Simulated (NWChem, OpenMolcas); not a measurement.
**CH6NPSi (SMILES C1NP[SiH2]1): methods side by side**

CH6NPSi: 10 atoms, total charge 0, spin state singlet. As SMILES, `C1NP[SiH2]1`. The coordinates come from a PBE0-D4/def2-TZVP relaxation.

Each level gives the dipole moment (D). The values are calculated.

```csv
level,kind,program,value (D),CPU time
HF/def2-SVP,Hartree–Fock,OpenMolcas,1.76,18 s
BLYP/def2-SVP,GGA,OpenMolcas,1.48,83 s
M06-L/def2-SVP,meta-GGA,OpenMolcas,1.73,1.7 min
TPSS/def2-SVP,meta-GGA,OpenMolcas,1.67,100 s
B3LYP/def2-SVP,global hybrid,OpenMolcas,1.55,86 s
BHLYP/def2-SVP,global hybrid,OpenMolcas,1.61,68 s
M06-2X/def2-SVP,hybrid meta-GGA,NWChem,1.62,26 s
PBE0/def2-SVP,global hybrid,OpenMolcas,1.70,86 s
```

The values span 1.48 to 1.76 D. Magnitudes only. Times are those of the runs behind each value, whatever else they computed, on shared processors of several kinds: orders of magnitude only.
